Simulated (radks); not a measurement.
The numbers below are computed, except where a source is named.
Q: These are the eigenvalues of the occupied orbitals of an atom or ion with whole-number occupations (hartree). Level of theory: scalar-relativistic Kohn-Sham, MS2 meta-GGA, spin-polarised, spherical densities, finite nucleus; meta-GGA in the generalised Kohn-Sham scheme; Fermi nuclear charge, rms radius of each element as measured or else 0.836 A^(1/3) + 0.57 fm (a radial shooting solver on a logarithmic mesh with Libxc functionals).

orbital  eigenvalue
1s        -1068.009
2s        -162.0306
2p        -145.3382
3s        -31.96877
3p        -26.47350
3d        -18.08165
4s         -5.66008
4p         -3.99919
4d         -1.59733
5s         -0.95236

Which element is it, and in what charge state? The configuration may be excited. Open shells, if any, are filled with parallel spins first.

A: Z = 50, tin, charge +2: Sn2+ in [Kr] 4d10 5s2. The list shows which subshells hold electrons but not how many an open one holds; the 1s level, -1068 hartree, gives Z - s = 46.2 by -(Z - s)^2/2, which with screening and relativity narrows Z to a few neighbours, and the depths of the outer levels then fix element, charge and occupations together.
